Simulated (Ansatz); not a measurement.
Stepwise reaction of `[NH2][Al]([NH2])[Br]` with hydrogen chloride, as a gas-phase model of exchange steps in deposition or etching. ΔE in kJ/mol; ΔG adds harmonic PBE0-D4 terms to CCSD(T)/CBS, at 1 bar.

Gas-phase electronic energies from Ansatz, PBE0-D4/def2-TZVP geometries. CCSD(T)/CBS adds triple-zeta CCSD(T) − MP2 to the extrapolated MP2 energy (def2 sets, frozen cores). This one scheme is used for every species. Functionals use def2-TZVPP. B3LYP here is the variant with VWN-RPA as its local correlation; programs differ in this. For Br outer-core shells are correlated without core-valence functions, which leaves a few kJ/mol of doubt a bond. Scalar relativity is left out up to krypton. One conformer a species, not always the lowest.

```tsv
step	reaction	PBE-D4	B3LYP-D4	ωB97M-V	CCSD(T)/CBS	ΔG(400 K)
1	`[NH2][Al]([NH2])[Br]` + HCl → `[NH2][Al]([Cl])[Br]` + NH₃	-75.5	-73.2	-74.3	-75.0	-68.1
2	`[NH2][Al]([Cl])[Br]` + HCl → `[Cl][Al]([Cl])[Br]` + NH₃	-59.8	-57.4	-58.6	-60.0	-51.0
```

(1) By hand: ΔE of the 2 steps together at CCSD(T)/CBS.

Results:

(1) (-75.0) + (-60.0) = -135.0 kJ/mol, or -67.5 kJ/mol a step.

In ΔE each step is higher than the one before. All are downhill at CCSD(T)/CBS. ΔG lies between -68.1 and -51.0 kJ/mol a step. PBE-D4 differs from CCSD(T)/CBS by -0.5 to 0.2 kJ/mol a step. Isolated molecules leave out the surface, adducts and barriers. Largest T1 diagnostic: 0.008.
